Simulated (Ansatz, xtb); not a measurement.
# Two structures of C2H12InNSi

We compare I, a singlet given by its coordinates, with II, a singlet given by its coordinates. Both are isolated molecules in the gas phase, relaxed with PBE0-D4/def2-SVP.

I (Å):

```yaml
atoms:
  - { symbol: C, position_ang: [-2.3767, 0.0591, -1.1679] }
  - { symbol: C, position_ang: [-1.8707, 0.1256, 0.2720] }
  - { symbol: In, position_ang: [0.4736, 3.1556, -0.1999] }
  - { symbol: N, position_ang: [0.9002, 0.8118, -0.5760] }
  - { symbol: Si, position_ang: [-0.0576, -0.2865, 0.4737] }
  - { symbol: H, position_ang: [-1.8962, 0.8234, -1.7993] }
  - { symbol: H, position_ang: [-2.1929, -0.9267, -1.6255] }
  - { symbol: H, position_ang: [-3.4604, 0.2449, -1.2190] }
  - { symbol: H, position_ang: [-2.0386, 1.1285, 0.7000] }
  - { symbol: H, position_ang: [-2.4288, -0.5778, 0.9152] }
  - { symbol: H, position_ang: [0.2055, -1.7049, 0.0660] }
  - { symbol: H, position_ang: [0.4568, -0.0720, 1.8545] }
  - { symbol: H, position_ang: [0.7134, 0.6782, -1.5709] }
  - { symbol: H, position_ang: [1.9081, 0.7079, -0.4525] }
  - { symbol: H, position_ang: [2.1029, 3.6964, -0.4941] }
  - { symbol: H, position_ang: [-0.0888, 3.0092, 1.4452] }
  - { symbol: H, position_ang: [-0.7212, 3.3306, -1.4603] }
```

Close contacts (Å): C1–C2 1.53, C2–Si5 1.87, In3–N4 2.41, N4–Si5 1.80, C1–H6 1.10, C1–H7 1.10, C1–H8 1.10, C2–H9 1.10, C2–H10 1.10, In3–H15 1.74, In3–H16 1.74, In3–H17 1.75, N4–H13 1.02, N4–H14 1.02, Si5–H11 1.50, Si5–H12 1.49.

II (Å):

```yaml
atoms:
  - { symbol: C, position_ang: [-1.5960, 0.9737, -2.1099] }
  - { symbol: C, position_ang: [1.1819, 2.5886, -0.1466] }
  - { symbol: In, position_ang: [-0.9367, 2.1165, -0.3718] }
  - { symbol: N, position_ang: [-1.0014, 0.2615, 1.2460] }
  - { symbol: Si, position_ang: [0.0704, -1.1051, 0.8519] }
  - { symbol: H, position_ang: [-0.8001, 0.3127, -2.4860] }
  - { symbol: H, position_ang: [-1.8774, 1.6572, -2.9266] }
  - { symbol: H, position_ang: [-2.4800, 0.3590, -1.8778] }
  - { symbol: H, position_ang: [-2.1147, 3.0648, 0.5153] }
  - { symbol: H, position_ang: [1.4024, 3.5644, -0.6073] }
  - { symbol: H, position_ang: [1.8190, 1.8359, -0.6356] }
  - { symbol: H, position_ang: [1.4706, 2.6545, 0.9144] }
  - { symbol: H, position_ang: [-0.7813, 0.7190, 2.1312] }
  - { symbol: H, position_ang: [-1.9914, 0.0162, 1.2772] }
  - { symbol: H, position_ang: [-0.0190, -2.1929, 1.8738] }
  - { symbol: H, position_ang: [1.4582, -0.5730, 0.8123] }
  - { symbol: H, position_ang: [-0.3605, -1.6292, -0.4711] }
```

Close contacts (Å): C1–In3 2.18, C2–In3 2.18, In3–N4 2.46, N4–Si5 1.78, C1–H6 1.10, C1–H7 1.10, C1–H8 1.10, C2–H10 1.10, C2–H11 1.10, C2–H12 1.10, In3–H9 1.75, N4–H13 1.02, N4–H14 1.02, Si5–H15 1.50, Si5–H16 1.49, Si5–H17 1.49.

**Question.** Which of the two would you expect CCSD(T)/def2-SVP + ΔMP2/def2-TZVPP electronic energies to favour?

**Answer.** CCSD(T)/def2-SVP + ΔMP2/def2-TZVPP gives E(II) − E(I) = −0.037 eV, slightly favouring structure II, which is too small a margin to settle the true order.

How the difference moves with the method:

```csv
level,geometry,E(II) − E(I) (eV),departure from the last row (eV),"job, with rough time for the two"
GFN2-xTB,GFN2-xTB,+0.536,+0.573,"optimisation, 0.28 s"
HF/STO-3G,GFN2-xTB,+0.086,+0.123,"single point, 1.5 s"
r2SCAN-D4/def2-SVP,GFN2-xTB,+0.195,+0.231,"single point, 8.7 s"
PBE0-D4/def2-SVP,PBE0-D4/def2-SVP,+0.271,+0.308,"optimisation, 2 min"
HF/def2-SVP,PBE0-D4/def2-SVP,+0.233,+0.270,part of the CCSD(T) run
MP2/def2-SVP,PBE0-D4/def2-SVP,+0.134,+0.170,part of the CCSD(T) run
CCSD(T)/def2-SVP,PBE0-D4/def2-SVP,+0.174,+0.211,single point
CCSD(T)/def2-SVP + ΔMP2/def2-TZVPP,PBE0-D4/def2-SVP,−0.037,,"single point, 3 min"
```

The largest departure from CCSD(T)/def2-SVP + ΔMP2/def2-TZVPP is that of GFN2-xTB, 0.573 eV. The last row adds to CCSD(T) the change of the MP2 difference between the two basis sets, here −0.211 eV, a large step that makes the value less sure.

With thermal terms from frequencies at re-optimised GFN2-xTB minima (ideal gas, soft modes damped towards free rotors, one conformer each, 298.15 K, 1 atm): on the last row, ΔE + ΔZPE = −0.080, ΔH = −0.026, ΔG = −0.167 eV.

The correlated steps freeze 12 core orbitals; the filled d shell of In is correlated, in a basis made for valence electrons. Atoms past krypton carry core potentials in the def2 sets, other sets are all-electron and non-relativistic, and no spin–orbit term is included. Run with Ansatz 0.2.0, xtb 6.7.1; the last row on 2 threads of Arm Neoverse V2 on a shared host.
